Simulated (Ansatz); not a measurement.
Basis sets compared for GeCl3(OiPr) (C₃H₇Cl₃GeO). Charge 0, multiplicity 1. Geometry r2SCAN-D4/def2-SVP. Ansatz on 4 threads of Arm Neoverse V1 on a shared host; times are rough, and most runs start from earlier orbitals.

```
atom   x (Å)   y (Å)   z (Å)
 Ge1  -1.940  -0.285  -1.132
 Cl2  -2.377  -0.424  -3.211
 Cl3  -2.784  -1.985  -0.139
 Cl4  -2.824   1.482  -0.295
  O5  -0.202  -0.232  -0.983
  C6   0.480   0.389   0.132
  C7   1.947   0.418  -0.249
  C8   0.211  -0.370   1.421
  H9   0.105   1.426   0.233
 H10   2.330  -0.607  -0.367
 H11   2.534   0.926   0.532
 H12   2.087   0.953  -1.199
 H13  -0.856  -0.339   1.693
 H14   0.509  -1.425   1.312
 H15   0.780   0.072   2.253
```

Binding counts from free atoms (Ge triplet, Cl doublet, O triplet, C triplet, H doublet) in the same basis, without a counterpoise term.

```csv
level,functions,energy (Eh),HOMO (eV),LUMO (eV),binding per atom (eV),wall time
PBE-D4/def2-SVP,177,-3649.5711,-7.00,-2.45,3.96,3.2 s
PBE0-D4/def2-SVP,177,-3649.7624,-8.64,-1.50,3.89,5.5 s
```

Problem. Estimate the rows for PBE-D4/def2-TZVP, PBE0-D4/def2-TZVP.

Solution. 
| level | functions | energy (Eh) | HOMO (eV) | LUMO (eV) | binding per atom (eV) | wall time |
| --- | --- | --- | --- | --- | --- | --- |
| PBE-D4/def2-TZVP | 325 | -3650.5350 | -7.15 | -2.69 | 3.92 | 6.5 s |
| PBE0-D4/def2-TZVP | 325 | -3650.7178 | -8.71 | -1.70 | 3.86 | 15 s |
